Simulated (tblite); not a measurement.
Compound: C5H16NPSi.
Numbering: `[CH3:1][CH2:2][CH2:3][P:4]([CH3:5])([CH3:6])=[N:7][SiH3:8]` (hydrogens: H9, H10, H11 on C1; H12, H13 on C2; H14, H15 on C3; H16, H17, H18 on C5; H19, H20, H21 on C6; H22, H23, H24 on Si8)

Geometry (GFN2-xTB, Å), atoms numbered from 1 in this order:
```xyz
24
C5H16NPSi angstrom
C     -2.9269    0.6714   -0.8748
C     -1.8293    0.1754    0.0583
C     -0.5575   -0.1863   -0.6979
P      0.8098   -0.5014    0.5095
C      0.3624   -2.0528    1.3604
C      2.2173   -0.9761   -0.5825
N      1.0760    0.5883    1.5975
Si     1.5880    2.2112    1.3850
H     -2.6072    1.5699   -1.3981
H     -3.8271    0.9050   -0.3116
H     -3.1722   -0.0877   -1.6158
H     -2.1880   -0.6996    0.6061
H     -1.5829    0.9471    0.7928
H     -0.7091   -1.0554   -1.3420
H     -0.2407    0.6538   -1.3235
H     -0.4474   -1.8439    2.0557
H      1.2281   -2.3878    1.9288
H      0.0625   -2.8208    0.6501
H      1.9695   -1.8167   -1.2263
H      3.0599   -1.2350    0.0571
H      2.4926   -0.1160   -1.1904
H      0.6564    3.0204    0.5783
H      2.8988    2.3284    0.7229
H      1.6553    2.7284    2.7480
```

Computed values, GFN2-xTB/tblite, gas phase, harmonic and unscaled. The method is semi-empirical: single wavenumbers can be off by several per cent or more. Modes of hydrogen on silicon can be 10 to 20 % off. One conformer, not necessarily the lowest.

Harmonic wavenumbers (cm⁻¹): 39.7, 50.1, 61.2, 86.0, 100.5, 125.2, 137.0, 164.1, 216.4, 225.3, 236.4, 243.0, 300.4, 312.0, 365.7, 574.5, 586.9, 653.9, 705.1, 722.1, 732.7, 752.6, 772.2, 792.5, 807.5, 815.1, 832.4, 847.6, 870.8, 909.9, 947.2, 993.0, 1079.2, 1112.7, 1202.6, 1209.2, 1241.5, 1266.9, 1300.9, 1304.2, 1338.2, 1413.8, 1415.4, 1426.0, 1434.7, 1435.4, 1443.3, 1490.3, 1502.8, 1504.7, 2124.3, 2156.2, 2278.1, 2934.5, 2949.3, 2962.0, 2973.5, 2999.1, 3000.9, 3006.4, 3011.3, 3013.9, 3021.2, 3022.3, 3034.8, 3041.2.

A = 1463, B = 998.6, C = 737.7 MHz; mass 149.079 u (most abundant isotopes); point group C1, symmetry number 1.

Question: What is the zero-point energy?

Answer: ½Σν̃ = 42815 cm⁻¹ = 512.18 kJ/mol.

Question: Give the ideal-gas entropy at 273.15 K and 1 bar in the rigid-rotor, harmonic-oscillator model (classical rotation).

Answer: Translation 169.45, rotation 124.76, vibration 177.91: S = 472.1 J/(mol K).

Question: And Cp and H(273.15 K) − H(0)?

Answer: Cp = 196.05 J/(mol K), of which vibrations give 162.80 (their classical limit is 66 R = 548.8); H(273.15 K) − H(0) = 33.55 kJ/mol without the zero-point energy, 24.46 from vibrations.

Question: Blend soft modes into free rotors: weight 1/[1 + (100 cm⁻¹/ν̃)⁴] for the oscillator and the rest for a rotor with moment μB/(μ + B), μ = h/(8π²ν), B = 10⁻⁴⁴ kg m². What vibrational entropy results?

Answer: 160.57 J/(mol K) in place of 177.91, which changes −T·S at 273.15 K by +4.74 kJ/mol.

Question: How do the functions run with temperature in this model?

Answer: 
| T (K) | S (J/(mol K)) | Cp (J/(mol K)) | H − H(0) (kJ/mol) | G − H(0) (kJ/mol) | ln q(vib) |
| --- | --- | --- | --- | --- | --- |
| 150 | 375.1 | 134.8 | 13.25 | -43.02 | 5.51 |
| 250 | 455.3 | 184.1 | 29.15 | -84.68 | 9.71 |
| 298.15 | 489.8 | 209.0 | 38.61 | -107.44 | 11.60 |
| 400 | 558.4 | 259.1 | 62.50 | -160.86 | 15.46 |
| 600 | 679.2 | 337.3 | 122.59 | -284.91 | 22.58 |
| 900 | 831.8 | 415.1 | 236.35 | -512.31 | 32.31 |

q(vib) and H(0) count from the zero-point level.

Question: Which modes carry the vibrational entropy at 273.15 K?

Answer: 39.7 cm⁻¹: 21.34; 50.1 cm⁻¹: 19.42; 61.2 cm⁻¹: 17.76; 86.0 cm⁻¹: 14.97; 100.5 cm⁻¹: 13.70; 125.2 cm⁻¹: 11.92 J/(mol K); the other 60 give 78.80 together.

Question: What must be added to the electronic energy to get the Gibbs energy at 273.15 K and 1 bar?

Answer: ZPE + [H(273.15 K) − H(0)] − T·S = 512.18 + 33.55 − 128.96 = 416.77 kJ/mol.

Hindered rotation and anharmonicity are outside this model. Other conformers, if any are populated, would add a mixing term that is left out. The structure is chiral; the term R ln 2 for an equal mix with its mirror image is left out.
